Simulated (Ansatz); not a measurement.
**Cost against result**

Saddle point of ZnAsH₅SO, singlet (ZnH₂SO ([OH][Zn][SH]) + AsH₃ → ZnAsH₃O ([OH][Zn][AsH2]) + H₂S; bonds formed: Zn1–As5, S2–H4; bonds broken: Zn1–S2, H4–As5), PBE0-D4/def2-TZVP structure:

```tsv
atom	x (Å)	y (Å)	z (Å)
Zn1	-0.4146	0.1978	-0.8290
S2	1.8684	-0.3666	-0.6908
O3	-1.6612	0.8061	-1.9657
H4	0.6375	-0.4922	0.5625
As5	-0.9542	-0.4226	1.6245
H6	2.1645	0.8576	-0.2212
H7	-1.3234	0.9685	-2.8488
H8	0.0800	0.2630	2.4971
H9	-0.3971	-1.8114	1.8714
```

Barriers are electronic and count from the start structure reached by relaxing down the imaginary mode.

Ansatz 0.2.0; basis: as named in each row; cores frozen in the correlated methods. The 3s and 3p shells of Cu and Zn are frozen; filled d shells are correlated. The def2 sets are not built for correlating such inner shells, so the correlated values are less sure here. B3LYP uses VWN-RPA correlation. Extrapolation: Hartree–Fock as exp(−7.88 √X), correlation as X^−2.97.

Times are rough, for one single point on 8 threads of a shared host (Intel Xeon).

The estimate by CCSD(T) at an estimated basis limit (MP2 extrapolated from triple and quadruple zeta, plus CCSD(T) − MP2 in triple zeta) is 1.260 eV.

```tsv
method	basis	time (s)	barrier (eV)	method less estimate
SPW92	def2-SVP	2	0.604	-0.656
PBE-D4	def2-SVP	2	0.819	-0.441
B3LYP-D4	6-31G	2	1.178	-0.082
PBE0-D4	def2-SVP	3	0.995	-0.265
SPW92	def2-TZVPP	3	0.732	-0.528
BLYP-D4	def2-TZVPP	4	1.116	-0.144
HF	STO-3G	4	2.732	1.472
PBE-D4	def2-TZVPP	4	0.923	-0.337
B3LYP-D4	def2-TZVPP	4	1.234	-0.026
PBE0-D4	def2-TZVPP	6	1.083	-0.178
wB97M-V	def2-SVP	6	1.230	-0.030
r2SCAN-D4	def2-TZVPP	6	1.038	-0.222
BHLYP-D4	def2-TZVPP	6	1.438	0.177
CAM-B3LYP-D4	def2-TZVPP	6	1.364	0.104
PBE-D4	STO-3G	8	1.058	-0.202
r2SCAN0-D4	def2-TZVPP	8	1.151	-0.109
B97M-V	def2-TZVPP	9	1.266	0.006
B2PLYP	def2-TZVPP	10	1.281	0.021
RPA on PBE	def2-TZVPP	10	1.322	0.062
wB97X-V	def2-TZVPP	11	1.388	0.127
CCSD(T)	def2-SVP	12	1.320	0.060
wB97M-V	def2-TZVPP	12	1.353	0.093
PBE-QIDH	def2-TZVPP	12	1.212	-0.048
MP2	def2-QZVPP	35	1.203	-0.057
CCSD(T)	def2-TZVPP	220	1.324	0.064
```

All methods are single points on the PBE0-D4 structures.

No T1 diagnostic of these runs exceeds 0.015.

Labels in which every atom is bracketed show which atoms are joined, not bond orders.
